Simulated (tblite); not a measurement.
C3H13PSi3.
Bonds: P1–Si2, Si2–C3, C3–Si4, Si4–C5, C5–Si6, Si6–C7, Si2–C7. Hydrogens: H8, H9 on P1; H10 on Si2; H11, H12 on C3; H13, H14 on Si4; H15, H16 on C5; H17, H18 on Si6; H19, H20 on C7.

Computed with GFN2-xTB (tblite), gas phase: L-BFGS steps from a force-field or distance-geometry start until the largest atomic force falls under 0.01 eV/Å.

Step 10: E = -563.8763 eV
```
atom  x, y, z in Å  |  force x, y, z in eV/Å
P1     -1.3286   -1.7723   -1.4021   -0.054  -0.313  -0.282
Si2    -1.0177   -1.0171    0.6802    0.266   0.391   0.311
C3      0.8217   -1.0073    1.2276    0.157   0.157  -0.204
Si4     1.9704   -0.0827    0.0164   -0.095   0.148  -0.167
C5      1.2599    1.6733   -0.2410   -0.079  -0.223  -0.060
Si6    -0.5166    1.5831   -0.9143   -0.051   0.017  -0.151
C7     -1.5284    0.8253    0.5201    0.253  -0.208  -0.246
H8     -0.5918   -2.9299   -1.3450    0.352  -0.081   0.127
H9     -2.4492   -2.5411   -1.2088   -0.335   0.060   0.198
H10    -1.7753   -1.6589    1.7663   -0.147  -0.155  -0.008
H11     1.2161   -2.0065    1.3901   -0.107  -0.101  -0.051
H12     0.9039   -0.4984    2.1853   -0.170  -0.032   0.104
H13     3.3496    0.0077    0.5192   -0.007  -0.029   0.087
H14     1.9963   -0.8297   -1.2482    0.016   0.015  -0.033
H15     1.2534    2.1914    0.7122    0.075   0.137   0.088
H16     1.8843    2.2518   -0.9171    0.042  -0.054   0.038
H17    -0.4769    0.7239   -2.1080   -0.016   0.105   0.009
H18    -1.0889    2.8428   -1.4120    0.027   0.143   0.221
H19    -2.5993    0.8949    0.3374    0.092   0.103   0.048
H20    -1.2882    1.3608    1.4388   -0.219  -0.081  -0.029
```

Step 11: E = -563.9095 eV
```
atom  x, y, z in Å  |  force x, y, z in eV/Å
P1     -1.3368   -1.7956   -1.4057    0.031  -0.144  -0.089
Si2    -1.0123   -1.0084    0.6794    0.235   0.276  -0.103
C3      0.8207   -1.0118    1.2243    0.165   0.199  -0.217
Si4     1.9716   -0.0821    0.0227   -0.171   0.201  -0.251
C5      1.2600    1.6755   -0.2396   -0.046  -0.262  -0.069
Si6    -0.5170    1.5929   -0.9158   -0.022   0.053  -0.081
C7     -1.5308    0.8252    0.5130    0.291  -0.204  -0.278
H8     -0.5882   -2.9418   -1.3104    0.325  -0.106   0.094
H9     -2.4543   -2.5547   -1.1723   -0.336   0.023   0.175
H10    -1.7726   -1.6667    1.7365   -0.255  -0.230   0.180
H11     1.2134   -2.0096    1.3857   -0.088  -0.158  -0.045
H12     0.8927   -0.5058    2.1810   -0.119   0.010   0.198
H13     3.3482   -0.0018    0.5164    0.087  -0.006   0.149
H14     2.0058   -0.8181   -1.2454   -0.002  -0.019  -0.071
H15     1.2622    2.1960    0.7125    0.058   0.149   0.075
H16     1.8871    2.2459   -0.9216    0.024  -0.055   0.066
H17    -0.4742    0.7728   -2.1307   -0.026  -0.025  -0.025
H18    -1.0889    2.8572   -1.3972    0.010   0.187   0.230
H19    -2.6003    0.8906    0.3298    0.054   0.112   0.041
H20    -1.2914    1.3513    1.4344   -0.215   0.001   0.020
```

Step 12: E = -563.9458 eV
```
atom  x, y, z in Å  |  force x, y, z in eV/Å
P1     -1.3464   -1.8287   -1.4085    0.090  -0.008   0.106
Si2    -1.0020   -0.9945    0.6736    0.080  -0.054  -0.385
C3      0.8227   -1.0143    1.2179    0.146   0.173  -0.111
Si4     1.9703   -0.0781    0.0258   -0.102   0.177  -0.257
C5      1.2598    1.6755   -0.2381   -0.017  -0.157  -0.042
Si6    -0.5174    1.6059   -0.9188    0.026   0.101  -0.031
C7     -1.5297    0.8234    0.5006    0.219  -0.078  -0.222
H8     -0.5762   -2.9576   -1.2670    0.224  -0.105   0.061
H9     -2.4679   -2.5695   -1.1249   -0.229   0.004   0.137
H10    -1.7737   -1.6800    1.7027   -0.259  -0.211   0.240
H11     1.2080   -2.0155    1.3788   -0.078  -0.127  -0.059
H12     0.8771   -0.5147    2.1789   -0.041   0.021   0.210
H13     3.3472   -0.0134    0.5156    0.118   0.022   0.182
H14     2.0172   -0.8042   -1.2433   -0.027  -0.060  -0.135
H15     1.2734    2.2032    0.7128    0.028   0.111   0.002
H16     1.8907    2.2372   -0.9258    0.001  -0.055   0.087
H17    -0.4712    0.8313   -2.1587   -0.037  -0.143  -0.052
H18    -1.0885    2.8780   -1.3742   -0.005   0.227   0.236
H19    -2.5998    0.8869    0.3206    0.047   0.097   0.011
H20    -1.2987    1.3397    1.4291   -0.184   0.066   0.020
```

Step 13: E = -563.9713 eV
```
atom  x, y, z in Å  |  force x, y, z in eV/Å
P1     -1.3530   -1.8574   -1.4089    0.090  -0.001   0.212
Si2    -0.9927   -0.9854    0.6630   -0.084  -0.348  -0.386
C3      0.8272   -1.0136    1.2119    0.068   0.095   0.022
Si4     1.9686   -0.0721    0.0239    0.047   0.073  -0.176
C5      1.2591    1.6742   -0.2371   -0.003   0.012  -0.007
Si6    -0.5171    1.6184   -0.9224    0.055   0.128  -0.037
C7     -1.5259    0.8219    0.4873    0.090   0.043  -0.104
H8     -0.5619   -2.9720   -1.2306    0.098  -0.069   0.032
H9     -2.4831   -2.5807   -1.0838   -0.063   0.020   0.086
H10    -1.7787   -1.6941    1.6786   -0.161  -0.105   0.162
H11     1.2018   -2.0217    1.3717   -0.068  -0.032  -0.079
H12     0.8636   -0.5218    2.1802    0.028   0.002   0.138
H13     3.3477   -0.0225    0.5182    0.074   0.045   0.168
H14     2.0260   -0.7941   -1.2444   -0.043  -0.083  -0.180
H15     1.2830    2.2105    0.7122   -0.003   0.052  -0.069
H16     1.8935    2.2289   -0.9276   -0.003  -0.037   0.075
H17    -0.4696    0.8765   -2.1822   -0.046  -0.185  -0.034
H18    -1.0881    2.8993   -1.3506   -0.006   0.236   0.235
H19    -2.5976    0.8856    0.3132    0.060   0.068  -0.036
H20    -1.3081    1.3310    1.4244   -0.131   0.085  -0.022
```

Q: Estimate the geometry and energy of step 14. (The exact step hangs on the optimiser's Hessian estimate; all steps are aligned on step 13, rigid shifts and turns removed.)

A: E = -563.9890 eV, largest force 0.489 eV/Å
```
atom  x, y, z in Å  |  force x, y, z in eV/Å
P1     -1.3560   -1.8788   -1.4050    0.068  -0.008   0.186
Si2    -0.9877   -0.9853    0.6511   -0.161  -0.408  -0.217
C3      0.8318   -1.0110    1.2084   -0.036   0.013   0.089
Si4     1.9684   -0.0668    0.0189    0.150  -0.048  -0.066
C5      1.2582    1.6735   -0.2368    0.007   0.126   0.010
Si6    -0.5160    1.6284   -0.9262    0.051   0.127  -0.051
C7     -1.5212    0.8216    0.4767   -0.012   0.060   0.003
H8     -0.5481   -2.9819   -1.2078   -0.004  -0.059   0.022
H9     -2.4961   -2.5854   -1.0565    0.069   0.017   0.051
H10    -1.7846   -1.7047    1.6656   -0.060  -0.006   0.066
H11     1.1961   -2.0260    1.3651   -0.048   0.061  -0.087
H12     0.8553   -0.5263    2.1836    0.070  -0.024   0.041
H13     3.3485   -0.0271    0.5232    0.017   0.059   0.131
H14     2.0305   -0.7895   -1.2486   -0.048  -0.079  -0.184
H15     1.2888    2.2160    0.7106   -0.026   0.010  -0.097
H16     1.8955    2.2228   -0.9272    0.015   0.002   0.035
H17    -0.4695    0.9006   -2.1966   -0.053  -0.172   0.001
H18    -1.0876    2.9174   -1.3301    0.005   0.220   0.220
H19    -2.5943    0.8863    0.3077    0.067   0.041  -0.083
H20    -1.3171    1.3268    1.4209   -0.071   0.068  -0.069
```

The energy changes by -0.0177 eV. The first-order estimate −F·Δx gives -0.0245 eV and the mean of the old and new forces, exact on a quadratic surface, -0.0177 eV. The step makes an angle of 68° with the force vector and moves no atom by more than 0.031 Å.

What follows is the cost of the whole relaxation. Time: 2.3 s of wall time. Hardware: one thread, Arm Neoverse N1 (aarch64), no GPU, on a shared host.
